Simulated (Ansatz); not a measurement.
Ideal-gas functions of AlGeH4NO (`[NH2][GeH]1[O][AlH]1`) at 400 K and 1 bar, from an Ansatz frequency run at PBE0-D4/def2-TZVP.

Molar mass 133.63 g/mol, point group C1 (symmetry number 1), electronic degeneracy 1, moments of inertia 50.751, 211.219, 212.074 u Å². Harmonic wavenumbers (cm⁻¹, unscaled): 144, 195, 261, 369, 391, 422, 431, 600, 618, 700, 729, 867, 908, 1570, 1950, 2118, 3576, 3683.

Use S(trans) = R[1.5 ln M + 2.5 ln T − 1.1517]; rotational temperatures θ = 24.2544 K / I; S(rot) = R[ln(√π/σ · √(T³/θAθBθC)) + 1.5]; for each mode x = 1.438777 ν̃/T, S = R[x/(eˣ − 1) − ln(1 − e⁻ˣ)] and H = RT x/(eˣ − 1); 1 cm⁻¹ = 0.0119627 kJ/mol; R = 8.31446 J/(mol·K).

Q: By hand: the entropy, in J/(mol·K).

A: Translation 176.0. Rotation: θ = 0.4779, 0.1148, 0.1144 K, giving 113.0. Vibration, mode by mode: 13.88, 11.43, 9.14, 6.55, 6.13, 5.60, 5.45, 3.36, 3.20, 2.54, 2.33, 1.58, 1.40, 0.20, 0.06, 0.04, 0.00, 0.00, in all 72.9. Electronic 0.0. Sum 361.9 J/(mol·K).

Q: By hand: H − E and G − E in kJ/mol, counted from the electronic energy.

A: Zero-point energy ½ × 19532 × 0.0119627 = 116.8; thermal vibration 17.0; translation, rotation and pV give 4 RT = 13.3. H − E = 147.1 kJ/mol, and G − E = 147.1 − 400 × 361.9/1000 = 2.3 kJ/mol.

Vibration gives 20 % of the entropy, 13.9 J/(mol·K) of it from the mode under 150 cm⁻¹: soft modes count most, and the harmonic formula is weakest for them. The sum counts one conformer and one mirror image; others add a mixing term.
